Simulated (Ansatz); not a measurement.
Computed with Ansatz.

A structure relaxed at PBE0-D4/def2-TZVP, charge 0, multiplicity 1:

Cartesian coordinates in Å:
```
F -1.628 0.870 -1.171
B -0.718 1.250 -0.222
F 0.493 1.644 -0.750
F -1.212 2.107 0.720
N -0.359 -0.163 0.604
Si 0.955 -1.097 -0.219
H -1.225 -0.691 0.676
H -0.096 0.100 1.551
H 2.228 -0.432 0.116
H 0.920 -2.466 0.353
H 0.643 -1.120 -1.658
```

Q: Give its formula and SMILES.

A: BF3H5NSi, `F[B-](F)(F)[NH2+][SiH3]`.

Q: Summarise the bond lengths by kind.

A: 3 × B–F 1.366 to 1.378 Å; 1 × B–N 1.675 Å; 1 × N–Si 1.810 Å; 2 × H–N 1.017 Å; 3 × H–Si 1.473 to 1.484 Å.
